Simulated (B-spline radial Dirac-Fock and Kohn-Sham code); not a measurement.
**Tl 3d3/2: cross section and angular parameters**

System: the Tl atom in the configuration 1s2 2s2 2p6 3s2 3p6 3d10 4s2 4p6 4d10 4f14 5s2 5p6 5d10 6s2 6p1; threshold 2485.0 eV (tabulated edge). These are calculated numbers from an atomic code on a B-spline grid; the model is Dirac-Hartree-Slater photoionisation with a Latter tail; cross sections with all multipoles, angular parameters from the dipole term and its interference with E2.

For linearly polarised light dσ/dΩ = σ/(4π) [1 + β P₂(cos θ) + (δ + γ cos²θ) sin θ cos φ], with θ from the polarisation vector and φ the angle between the beam and the projection of the electron momentum on the plane normal to the polarisation.

| hν (eV) | σ (kb) | β | γ | δ |
| --- | --- | --- | --- | --- |
| 2984.4 | 196 | 0.662 | -0.231 | -0.019 |
| 3020 | 190 | 0.689 | -0.238 | -0.017 |
| 3450 | 133 | 0.929 | -0.233 | 0.015 |
| 3560 | 122 | 0.971 | -0.216 | 0.022 |
| 4090 | 83.4 | 1.113 | -0.091 | 0.050 |
| 4250 | 74.8 | 1.142 | -0.047 | 0.056 |
| 4560 | ? | ? | ? | ? |
| 5020 | 46.2 | 1.232 | 0.174 | 0.079 |
| 5414.7 | 36.9 | 1.258 | 0.286 | 0.088 |
| 6000 | 27.1 | 1.281 | 0.446 | 0.100 |
| 6600 | 20.2 | 1.293 | 0.600 | 0.111 |
| 8047.8 | 10.8 | 1.292 | 0.931 | 0.134 |

Task: Give the values at 4560 eV.

Result: σ = 61.2 kb, β = 1.187, γ = 0.041, δ = 0.066.
